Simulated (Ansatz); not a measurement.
Program: Ansatz.

input.yaml

```yaml
accuracy: low
crystal:
  lattice:
    - [0.0, 5.66, 5.66]
    - [5.66, 0.0, 5.66]
    - [5.66, 5.66, 0.0]
  atoms:
    - { symbol: Ge, position: [0.00509629, 0.07399279, -0.05015246] }
    - { symbol: Ge, position: [0.13107849, 0.11018532, 0.14965373] }
    - { symbol: Ge, position: [0.01592908, -0.07107977, 0.54009306] }
    - { symbol: Ge, position: [0.15754221, 0.13920255, 0.56342381] }
    - { symbol: Ge, position: [-0.03090823, 0.51455197, -0.01313017] }
    - { symbol: Ge, position: [0.08201042, 0.69735573, 0.0869765] }
    - { symbol: Ge, position: [-0.04074168, 0.51679038, 0.51204473] }
    - { symbol: Ge, position: [0.171521, 0.59310258, 0.59486252] }
    - { symbol: Ge, position: [0.52321523, -0.00456954, 0.04233351] }
    - { symbol: Ge, position: [0.62714289, 0.1791633, 0.11331226] }
    - { symbol: Ge, position: [0.52348393, -0.00938332, 0.49527068] }
    - { symbol: Ge, position: [0.63717941, 0.03338488, 0.68420997] }
    - { symbol: Ge, position: [0.48014639, 0.5443484, -0.00420658] }
    - { symbol: Ge, position: [0.59445438, 0.64026048, 0.15651983] }
    - { symbol: Ge, position: [0.53654233, 0.43686352, 0.48612429] }
    - { symbol: Ge, position: [0.60757784, 0.59671117, 0.64093371] }
    - { symbol: F, position: [0.81931542, 0.39915634, 0.88438904] }
basis:
  ecutwfc: 420.0
kpoints:
  mp_grid: { grid: [2, 2, 2] }
hamiltonian:
  xc: pbe
scf:
  occupations: { method: fermi_dirac, width: 0.1 }
  lower_state_search: "off"
  max_iter: 66
md:
  timestep: 3.0
  n_steps: 25
  ensemble: nvt
  temperature: 1680.0
  initial_velocities: maxwell_boltzmann
  seed: 107636
  friction: 0.05
```

Launched with:

```bash
$ ansatz run input.yaml --threads 2 --pin off --max-ram 5120MiB --backend cpu --events-out ev --progress --plain --runs-dir out
```

Question: What happens when this is run?

Answer: The program refused the input.

```
Error: YAML parse error: error: line 38 column 13: unknown variant `nvt`, expected one of nve, nve_milne, nvt_langevin, nvt_nose_hoover, npt_langevin
  --> <input>:38:13
   |
36 |   timestep: 3.0
37 |   n_steps: 25
38 |   ensemble: nvt
   |             ^ unknown variant `nvt`, expected one of nve, nve_milne, nvt_langevin, nvt_nose_hoover, npt_langevin
39 |   temperature: 1680.0
40 |   initial_velocities: maxwell_boltzmann
```
